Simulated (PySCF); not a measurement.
Sb(Br)2(Me) (CH3Br2Sb), SMILES [CH3][Sb]([Br])[Br].

The structure is a stationary point at PBE0-D3(BJ)/def2-SVP. The structure was generated by enumeration; whether it is a known compound was not checked. The def2 effective core potentials stand for the cores of Sb; spin–orbit coupling is left out.

Two levels are set side by side: PBE/def2-TZVP (PySCF) and M06-2X/def2-TZVP (PySCF). Same geometry, gas phase. Differences are taken from unrounded values.

```
quantity                     M06-2X    PBE  PBE minus M06-2X
---------------------------  ------  -----  ----------------
orbital gap (eV)               7.54   3.73             -3.81
highest occupied level (eV)   -8.62  -6.44              2.18
lowest empty level (eV)       -1.08  -2.71             -1.63
dipole moment (D)              3.15   2.84             -0.31
mean polarisability (bohr³)    94.0   96.6               2.6
```

PBE's occupied levels lie high since its potential decays too fast outside the molecule; exact exchange lowers them and widens the gap. Differences between two approximate levels are no errors against the true value.

Rough cost on one machine, each run with all the roots and properties that it gave: M06-2X against PBE about 2 times.
